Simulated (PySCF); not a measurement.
**Partial charges of `N#C[C@@H]1CC[C@@H](F)C1`**

C6H8FN.
Geometry (PBE0-D3(BJ)/def2-SVP, Å), atoms numbered from 1 in this order:
```
atom  x, y, z in Å
N1    -0.089   -0.542   -2.963
C2     0.355   -0.163   -1.963
C3     0.895    0.306   -0.687
C4     0.907   -0.834    0.350
C5    -0.518   -0.806    0.890
C6    -0.785    0.678    1.080
F7    -0.244    1.071    2.293
C8    -0.024    1.384   -0.051
H9     1.905    0.695   -0.886
H10    1.612   -0.570    1.153
H11    1.214   -1.799   -0.074
H12   -1.219   -1.214    0.143
H13   -0.660   -1.360    1.828
H14   -1.856    0.932    1.105
H15    0.575    2.187    0.398
H16   -0.695    1.842   -0.790
```

Density: PBE0/pcSseg-1 (PySCF); schemes: Mulliken, IAO, Hirshfeld and ESP-fitted. The structure is a single PBE0-D3(BJ)/def2-SVP conformer in the gas phase; no vibrational or solvent corrections.

Task: Which atoms carry the lowest charge in the Mulliken, IAO, Hirshfeld and ESP-fitted schemes?

Result: The schemes don't all agree: Mulliken C3 (-0.376); IAO F7 (-0.336); Hirshfeld N1 (-0.233); ESP-fitted N1 (-0.455).

Task: For which atoms does the sign change between the 4 schemes (beyond +0.03 e in one, beyond −0.03 e in another)?

Result: For none.

Task: What partial charge does each atom carry?

Result: In e:

```tsv
atom	environment	Mulliken	IAO	Hirshfeld	ESP-fitted
N1	nitrile nitrogen	-0.254	-0.254	-0.233	-0.455
C2	nitrile carbon	+0.143	+0.128	+0.082	+0.305
C3	sp3 carbon next to a nitrile	-0.376	-0.148	+0.001	-0.005
C4	ring CH2 carbon	-0.155	-0.251	-0.061	-0.101
C5	ring CH2 carbon	-0.206	-0.278	-0.078	-0.113
C6	sp3 C–F carbon	+0.137	+0.180	+0.069	+0.255
F7	alkyl fluorine	-0.341	-0.336	-0.118	-0.271
C8	ring CH2 carbon	-0.116	-0.281	-0.068	-0.164
H9	methine hydrogen	+0.172	+0.175	+0.064	+0.073
H10	methylene hydrogen	+0.142	+0.148	+0.046	+0.083
H11	methylene hydrogen	+0.149	+0.152	+0.050	+0.060
H12	methylene hydrogen	+0.142	+0.146	+0.047	+0.067
H13	methylene hydrogen	+0.147	+0.155	+0.050	+0.064
H14	methine hydrogen	+0.112	+0.141	+0.048	+0.034
H15	methylene hydrogen	+0.150	+0.165	+0.050	+0.093
H16	methylene hydrogen	+0.153	+0.158	+0.051	+0.075
```

Mean size of the charges over all atoms: IAO 0.194 e, Mulliken 0.181 e, ESP-fitted 0.139 e, Hirshfeld 0.070 e. Each set sums to the total charge, 0, to within 0.001 e. The ESP scheme fits charges at the nuclei, held to the total charge, to the electrostatic potential on points at 1.4 to 2.0 times the van der Waals radii. The Mulliken scheme counts on each atom the diagonal of the density matrix times the overlap matrix over that atom's basis functions.

Task: Sum the charges by element, for elements with more than one atom.

Result: 
```tsv
element	atoms	Mulliken	IAO	Hirshfeld	ESP-fitted
C	6	-0.573	-0.652	-0.055	+0.177
H	8	+1.168	+1.241	+0.406	+0.549
```

Task: How closely do the schemes follow one another over all atoms?

Result: Correlation coefficient and root-mean-square difference: Hirshfeld with ESP-fitted 0.95, 0.104 e; Mulliken with IAO 0.92, 0.078 e; IAO with Hirshfeld 0.87, 0.135 e; IAO with ESP-fitted 0.81, 0.119 e; Mulliken with Hirshfeld 0.80, 0.137 e; Mulliken with ESP-fitted 0.75, 0.134 e.

The run behind these numbers computed NMR shieldings as well. Time: 23 s of wall time. Hardware: one thread of an Arm Neoverse V1, shared host.
